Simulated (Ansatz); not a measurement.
Ba₅Se₅⁺, relaxed as a doublet with UKS PBE-D4/def2-SVP in Ansatz, starting from the GFN1-xTB geometry. Force threshold 0.03 eV/Å.

In the def2 sets Ba takes a core potential; there is no spin–orbit coupling. The gap within one spin of the charge 1 doublet nearly closes, so an electron or hole may be smeared out by delocalisation error. Another isomer (doublet) lies 2.08 eV lower at PBE0-D4/def2-SVP; other spin states weren't run for this one.

Start:

Cartesian coordinates in Å:
```
Ba 0.645 0.846 -4.688
Ba 0.173 1.966 4.292
Ba -1.217 -3.359 3.247
Ba -0.925 -4.000 -2.339
Ba 1.275 4.514 -0.533
Se -1.039 -3.588 0.444
Se -0.504 -0.764 4.083
Se 0.655 2.895 1.683
Se 1.062 2.971 -2.883
Se -0.126 -1.480 -3.305
```

```tsv
step	energy (eV)	largest force component (eV/Å)	SCF passes
1	-330136.6938	1.068	100
2	-330137.1871	0.287	48
3	-330137.3085	0.226	45
4	-330137.3786	0.123	39
5	-330137.4102	0.032	36
6	-330137.4137	0.021	41
7	-330137.4154	0.025	42
8	-330137.4174	0.021	44
9	-330137.4190	0.033	45
10	-330137.4208	0.048	44
11	-330137.4227	0.042	45
14	-330137.4663	0.170	72
17	-330137.5876	0.118	38
20	-330137.8291	0.293	33
23	-330138.1559	0.290	37
26	-330138.4647	0.268	40
29	-330138.8513	0.422	68
32	-330139.3372	0.233	44
35 (rejected)	-330139.3696	0.099	42
38	-330139.3859	0.069	39
41	-330139.4043	0.091	44
44	-330139.6706	0.418	52
47 (rejected)	-330139.9599	0.313	64
50	-330140.0052	0.047	46
51	-330140.0068	0.030	48
```

Force components are those of the run's own axes.

End:

```xyz
10

Ba    1.2463    1.6007   -5.6716
Ba   -0.3009   -0.0724    3.3552
Ba   -1.4385   -4.2755    4.2042
Ba   -0.0277   -1.4180   -0.9184
Ba    0.2084    3.0722   -1.6975
Se   -1.0707   -2.6295    1.7492
Se   -0.8151   -1.8542    5.7572
Se    0.6040    1.1261    0.6775
Se    1.9079    3.9805   -4.0885
Se   -0.3137    0.4702   -3.3672
```

Bonds formed: Ba2–Se6, Ba4–Se8, Ba5–Se10 (atoms count from 1). Metal–metal contacts that move far: Ba2–Ba4 8.99 to 4.49 Å, Ba4–Ba5 8.98 to 4.56 Å, Ba1–Ba5 5.58 to 4.36 Å, Ba2–Ba3 5.60 to 4.44 Å.

The force fell under the threshold at step 6, but the optimiser went on and released 2.593 eV more. No frequencies were taken in this run, so the end may be a saddle point.

It took 13 min on 6 threads of Intel Xeon on a shared host, peak host memory 1.1 GiB.
